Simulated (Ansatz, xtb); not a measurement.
**Relative energy of two isomers of C4H8N2Si**

We compare a, `Nc1c[nH]c([SiH3])c1`, a singlet, with b, `Nc1ccn([SiH3])c1`, a singlet. Both are isolated molecules in the gas phase, relaxed with PBE0-D3(BJ)/def2-SVP; the shapes shown needn't be the lowest conformers.

a (Å):

```xyz
15

C     0.1311   -0.5408    0.2560
C    -0.7268    0.1720    1.0834
C    -1.5983    0.2659   -0.9925
C    -0.4228   -0.4788   -1.0499
N     1.3382   -1.1406    0.6117
N    -1.7520    0.6473    0.3128
Si   -2.8051    0.7266   -2.3259
H     1.3923   -1.3960    1.5910
H     1.5681   -1.9422    0.0356
H    -0.6694    0.3766    2.1500
H    -2.5210    1.2013    0.6611
H    -2.1725    1.5420   -3.4078
H    -3.4269   -0.4730   -2.9670
H    -3.8894    1.5404   -1.6878
H     0.0012   -0.9289   -1.9468
```

b (Å):

| atom | x (Å) | y (Å) | z (Å) |
| --- | --- | --- | --- |
| C | 0.0067 | -0.6826 | 0.2376 |
| C | -0.9449 | -0.1203 | 1.1449 |
| C | -1.9064 | 0.5089 | 0.3909 |
| C | -0.4234 | -0.3659 | -1.0355 |
| N | 1.1111 | -1.4492 | 0.5984 |
| N | -1.6003 | 0.3681 | -0.9417 |
| Si | -2.6270 | 0.8427 | -2.2941 |
| H | 1.5305 | -1.1621 | 1.4754 |
| H | 1.8209 | -1.5078 | -0.1225 |
| H | -0.9137 | -0.1752 | 2.2317 |
| H | -2.7916 | 1.0576 | 0.7078 |
| H | -1.7605 | 1.3930 | -3.3752 |
| H | -3.4002 | -0.3133 | -2.8370 |
| H | -3.5618 | 1.8784 | -1.7736 |
| H | 0.0189 | -0.6024 | -2.0014 |

Q: Estimate which is lower in electronic energy at CCSD(T)/def2-SVP + ΔMP2/def2-TZVPP, and by roughly how much.

A: The CCSD(T)/def2-SVP + ΔMP2/def2-TZVPP calculation puts structure b lower, by 10.3 kcal/mol.

Level by level:

```tsv
level	geometry	E(b) − E(a) (kcal/mol)	departure from the last row (kcal/mol)	job, with rough time for the two
GFN2-xTB	GFN2-xTB	−20.6	−10.3	optimisation, 0.24 s
HF/STO-3G	GFN2-xTB	−13.9	−3.6	single point, 0.54 s
r2SCAN-D4/def2-SVP	GFN2-xTB	−6.0	+4.3	single point, 4.7 s
PBE0-D3(BJ)/def2-SVP	PBE0-D3(BJ)/def2-SVP	−6.2	+4.1	optimisation, 62 s
HF/def2-SVP	PBE0-D3(BJ)/def2-SVP	−10.7	−0.4	part of the CCSD(T) run
MP2/def2-SVP	PBE0-D3(BJ)/def2-SVP	−8.4	+1.9	part of the CCSD(T) run
CCSD(T)/def2-SVP	PBE0-D3(BJ)/def2-SVP	−8.9	+1.4	single point
CCSD(T)/def2-SVP + ΔMP2/def2-TZVPP	PBE0-D3(BJ)/def2-SVP	−10.3		single point, 65 s
```

As drawn, b has 1 N–Si, 1 C–H in place of 1 C–Si, 1 N–H.

The levels shown agree on the order. The largest departure from CCSD(T)/def2-SVP + ΔMP2/def2-TZVPP is that of GFN2-xTB, 10.3 kcal/mol. A small imaginary or near-zero mode remains, so no thermal terms are given. The last row adds to CCSD(T) the change of the MP2 difference between the two basis sets, here −1.4 kcal/mol.

The correlated steps freeze 11 core orbitals. Programs: Ansatz 0.2.0, xtb 6.7.1; the last row on 2 threads of Intel(R) Xeon(R) 6975P-C (Granite Rapids) on a shared host.
